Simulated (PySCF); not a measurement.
**Run times: ruthenium in even-tempered 20s14p9d5f4g**

Measured wall times of calculations with PySCF 2.14 in an uncontracted even-tempered set (20 s from 0.6 bohr⁻², ratio 2.5; 14 p from 0.78 bohr⁻², ratio 2.5; 9 d from 1.4 bohr⁻², ratio 2.5; 5 f from 4.4 bohr⁻², ratio 2.7; 4 g from 6.6 bohr⁻², ratio 2.7), with the spin-free X2C one-electron Hamiltonian (Gaussian nucleus), run from one Python driver. Hardware: 2 threads of Intel(R) Xeon(R) Platinum 8488C on a shared host, 2.6 GiB allowed. The two-electron integrals over 178 functions were computed once and kept in memory (2.8 CPU seconds with the set-up); the times below exclude them. Kohn-Sham runs start from converged Hartree-Fock orbitals.

Launch command (the driver calls PySCF for each step listed in the task file):

```bash
OMP_NUM_THREADS=2 python atomrun2.py TASK.json OUT
```

```tsv
species	step	iterations	wall time (s)
Ru¹⁴⁺ [Ar] 3d10 4s2	UHF with spin-orbit constants	1	23
Ru¹⁴⁺ [Ar] 3d10 4s2	LDA	5	2.2
Ru¹⁴⁺ [Ar] 3d10 4s2	PBE	5	2.2
Ru¹⁴⁺ [Ar] 3d10 4s2	PBE0	5	5.6
Ru¹⁴⁺ [Ar] 3d10 4s2	r2SCAN	5	3.2
Ru¹⁴⁺ [Ar] 3d10 4s2	MP2 (20 electrons)		3.7
Ru¹⁵⁺ [Ar] 3d10 4s1	UHF	1	4.8
Ru¹⁵⁺ [Ar] 3d10 4s1	LDA	5	1.2
Ru¹⁵⁺ [Ar] 3d10 4s1	PBE	5	1.5
Ru¹⁵⁺ [Ar] 3d10 4s1	PBE0	5	4.1
Ru¹⁵⁺ [Ar] 3d10 4s1	r2SCAN	5	2.8
Ru¹⁵⁺ [Ar] 3d10 4s1	MP2 (19 electrons)		4.2
```

Peak memory of the process: 1.4 GiB. Times on a shared host vary from run to run.
